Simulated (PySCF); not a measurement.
ClGa, singlet, geometry from GFN2-xTB (such geometries of metal compounds can be far from the true shape); R2SCAN/def2-SV(P) run with PySCF.

Input for PySCF:
```python
from pyscf import gto, scf, dft

mol = gto.Mole()
mol.atom = '''
    Ga   -0.00000000   -0.00000000   -0.76826451
    Cl    0.00000000    0.00000000    1.40095293
'''
mol.basis = 'def2-sv(p)'
mol.verbose = 4
mol.build()

mf = dft.RKS(mol)
mf.xc = 'r2scan'
mf.kernel()
mf.analyze()
```

The log (banner, timings and long lists left out):

```
PySCF version 2.14.0

[INPUT] verbose = 4
[INPUT] num. atoms = 2
[INPUT] num. electrons = 48
[INPUT] charge = 0
[INPUT] spin (= nelec alpha-beta = 2S) = 0
[INPUT] symmetry False subgroup None
[INPUT] Mole.unit = angstrom
[INPUT] Symbol           X                Y                Z      unit          X                Y                Z       unit  Magmom
[INPUT]  1 Ga     0.000000000000   0.000000000000  -0.768264510000 AA    0.000000000000   0.000000000000  -1.451809515123 Bohr   0.0
[INPUT]  2 Cl     0.000000000000   0.000000000000   1.400952930000 AA    0.000000000000   0.000000000000   2.647417351107 Bohr   0.0

nuclear repulsion = 128.5608279799
number of shells = 20
number of NR pGTOs = 110
number of NR cGTOs = 50
basis = def2-sv(p)
ecp = {}

******** <class 'pyscf.dft.rks.RKS'> ********
method = RKS
initial guess = minao
damping factor = 0
level_shift factor = 0
DIIS = <class 'pyscf.scf.diis.CDIIS'>
diis_start_cycle = 1
diis_space = 8
diis_damp = 0
SCF conv_tol = 1e-09
SCF conv_tol_grad = None
SCF max_cycles = 50
direct_scf = True
direct_scf_tol = 1e-13
XC library pyscf.dft.libxc version 7.1.2
    S. Lehtola, C. Steigemann, M. J. T. Oliveira, and M. A. L. Marques,  SoftwareX 7, 1–5 (2018)
XC functionals = r2scan
    J. W. Furness, A. D. Kaplan, J. Ning, J. P. Perdew, and J. Sun,  J. Phys. Chem. Lett. 11, 8208–8215 (2020)
    J. W. Furness, A. D. Kaplan, J. Ning, J. P. Perdew, and J. Sun,  J. Phys. Chem. Lett. 11, 9248–9248 (2020)
    J. W. Furness, A. D. Kaplan, J. Ning, J. P. Perdew, and J. Sun,  J. Phys. Chem. Lett. 11, 8208–8215 (2020)
    J. W. Furness, A. D. Kaplan, J. Ning, J. P. Perdew, and J. Sun,  J. Phys. Chem. Lett. 11, 9248–9248 (2020)
radial grids:
    Treutler-Ahlrichs [JCP 102, 346 (1995); DOI:10.1063/1.469408] (M4) radial grids

becke partition: Becke, JCP 88, 2547 (1988); DOI:10.1063/1.454033
pruning grids: <function nwchem_prune>
grids dens level: 3
symmetrized grids: False
atomic radii adjust function: <function treutler_atomic_radii_adjust>
small_rho_cutoff = 0
Set gradient conv threshold to 3.16228e-05
Initial guess from minao.
tot grids = 39784
init E= -2384.15634929858
  HOMO = -0.252730038137257  LUMO = -0.077484622034543  gap/eV = 4.76867
cycle= 1 E= -2384.63910600516  delta_E= -0.483  |g|= 0.508  |ddm|= 1.19
  HOMO = -0.22460450433211  LUMO = -0.0950015956443882  gap/eV = 3.52667
cycle= 2 E= -2384.44475559528  delta_E= 0.194  |g|= 0.99  |ddm|= 1.38
  HOMO = -0.243520424170806  LUMO = -0.0731370664526038  gap/eV = 4.63637
cycle= 3 E= -2384.68310291716  delta_E= -0.238  |g|= 0.123  |ddm|= 1.06
  HOMO = -0.242649822242954  LUMO = -0.0768116343720259  gap/eV = 4.51269
cycle= 4 E= -2384.68758857487  delta_E= -0.00449  |g|= 0.0326  |ddm|= 0.186
  HOMO = -0.244443844356025  LUMO = -0.0772736841205596  gap/eV = 4.54893
cycle= 5 E= -2384.6878370628  delta_E= -0.000248  |g|= 0.00508  |ddm|= 0.0358
  HOMO = -0.24370204527681  LUMO = -0.0764963208872014  gap/eV = 4.54990
cycle= 6 E= -2384.68784890245  delta_E= -1.18e-05  |g|= 0.000656  |ddm|= 0.00861
  HOMO = -0.243734149100665  LUMO = -0.0764985042946358  gap/eV = 4.55071
cycle= 7 E= -2384.68784900607  delta_E= -1.04e-07  |g|= 0.000151  |ddm|= 0.000807
  HOMO = -0.243741343437344  LUMO = -0.0764989920991921  gap/eV = 4.55090
cycle= 8 E= -2384.6878490152  delta_E= -9.13e-09  |g|= 2.56e-05  |ddm|= 0.000344
  HOMO = -0.243742256245475  LUMO = -0.0765006031127545  gap/eV = 4.55088
cycle= 9 E= -2384.68784901547  delta_E= -2.76e-10  |g|= 3.09e-06  |ddm|= 5.48e-05
  HOMO = -0.243741968987767  LUMO = -0.0765005213222782  gap/eV = 4.55087
Extra cycle  E= -2384.68784901547  delta_E=    0  |g|= 4.41e-06  |ddm|= 9.2e-06
converged SCF energy = -2384.68784901547
**** SCF Summaries ****
Total Energy =                       -2384.687849015471784
Nuclear Repulsion Energy =             128.560827979900409
One-electron Energy =                -3575.715678714494970
Two-electron Energy =                 1062.467001719123118
Two-electron Coulomb Energy =         1165.746059765733662
DFT Exchange-Correlation Energy =     -103.279058046610572
HOMO-LUMO gap [eV] =                     4.550871590969253
**** MO energy ****
MO #1   energy= -371.962819084468  occ= 2
MO #2   energy= -101.143045978152  occ= 2
MO #3   energy= -45.73559388141    occ= 2
MO #4   energy= -40.4689386270085  occ= 2
MO #5   energy= -40.4689386270084  occ= 2
MO #6   energy= -40.467256044554   occ= 2
MO #7   energy= -9.34417053814033  occ= 2
MO #8   energy= -7.09001973376028  occ= 2
MO #9   energy= -7.08729254407089  occ= 2
MO #10  energy= -7.08729254407088  occ= 2
MO #11  energy= -5.45447848989244  occ= 2
MO #12  energy= -3.72204418298028  occ= 2
MO #13  energy= -3.72204418298023  occ= 2
MO #14  energy= -3.71633579212834  occ= 2
MO #15  energy= -0.784269121250401 occ= 2
MO #16  energy= -0.765326092839929 occ= 2
MO #17  energy= -0.765324773529309 occ= 2
MO #18  energy= -0.761643572107468 occ= 2
MO #19  energy= -0.761643572107464 occ= 2
MO #20  energy= -0.730075530378364 occ= 2
MO #21  energy= -0.389087471409253 occ= 2
MO #22  energy= -0.290598609265919 occ= 2
MO #23  energy= -0.290598609265916 occ= 2
MO #24  energy= -0.243741968987767 occ= 2
MO #25  energy= -0.0765005213222782 occ= 0
MO #26  energy= -0.0765005213222736 occ= 0
MO #27  energy= 0.0302324701866099 occ= 0
MO #28  energy= 0.118103627752529  occ= 0
MO #29  energy= 0.270366108522108  occ= 0
MO #30  energy= 0.278958592783174  occ= 0
MO #31  energy= 0.278958592783209  occ= 0
MO #32  energy= 0.34819548779131   occ= 0
 ** Mulliken pop on meta-lowdin orthogonal AOs  **
 ** Mulliken pop  **
 ** Mulliken atomic charges  **
charge of    0Ga =      0.25698
charge of    1Cl =     -0.25698
Dipole moment(X, Y, Z, Debye): -0.00000, -0.00000, -1.62252
```
